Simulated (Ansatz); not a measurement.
Isolated molecules relaxed with PBE0-D4/def2-TZVP in Ansatz; ΔE leaves out vibrations. CBS: MP2 limit from def2 TZ/QZ plus the TZ coupled-cluster correction, frozen cores. This one scheme is used for every species. Functionals use def2-TZVPP. B3LYP here is the variant with VWN-RPA as its local correlation; programs differ in this. For Ge outer-core shells are correlated without core-valence functions, which leaves a few kJ/mol of doubt a bond. Scalar relativity is left out up to krypton. One conformer a species, not always the lowest.

Consider the formal exchange of groups at a Ge–C bond: `FC(F)=[CH][GeH3]` + `C[O][AlH][NH2]` → `C[O][AlH][GeH3]` + `NC=C(F)F`.

```tsv
level	ΔE (kJ/mol)	difference from CCSD(T)/CBS
PBE-D4	101.5	-28.0
r2SCAN-D4	121.8	-7.7
B3LYP-D4	118.7	-10.8
B2PLYP	129.1	-0.4
PBE0	109.1	-20.4
HF/def2-TZVPP	137.3	7.8
MP2/def2-TZVPP	144.5	15.0
SCS-MP2/def2-TZVPP	142.0	12.5
CCSD/def2-TZVPP	132.3	2.8
CCSD(T)/def2-TZVPP	131.3	1.8
HF/def2-QZVPP	138.3	8.8
MP2/def2-QZVPP	143.8	14.3
SCS-MP2/def2-QZVPP	141.9	12.4
HF/CBS(def2)	138.4	8.9
MP2/CBS(def2)	142.7	13.2
CCSD/CBS(def2)	130.5	1.0
CCSD(T)/CBS	129.5	0
```

Largest T1 diagnostic among the species: 0.013.

From PBE to PBE0 (25 % exact exchange), in def2-TZVPP and without D4, ΔE moves by +7.8 kJ/mol.
